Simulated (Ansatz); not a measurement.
A geometry relaxed with r2SCAN-D4/def2-SVP run with Ansatz (a first-principles code), charge 0, multiplicity 1:

```xyz
20

H     -1.0033    -1.3875    -3.0399
C      2.6563    -0.5931    -0.2914
H      2.9908     0.4455    -0.0967
H     -1.6040     0.2908     2.0457
O     -0.6472     1.6188    -0.4162
O     -0.3134    -1.1044     1.1347
H     -2.1919    -1.8801    -1.7826
H      2.3868    -1.0521     0.6780
C     -1.3737    -0.7925     2.0093
H      0.4486     1.8977     1.3637
H     -1.0901    -1.1082     3.0285
C     -1.6038    -1.0452    -2.1863
Sn    -0.2704    -0.3163    -0.6967
H      3.5180    -1.1472    -0.7028
H     -2.2663    -0.2239    -2.4910
H     -0.2990     3.3437     0.6335
H      1.1623     2.6338    -0.1035
H     -2.3116    -1.3246     1.7491
C      0.2056     2.3896     0.3997
O      1.6061    -0.6446    -1.2351
```

**Question.** Write the SMILES of this molecule.

**Answer.** `C[O][Sn]([CH3])([O]C)[O]C`
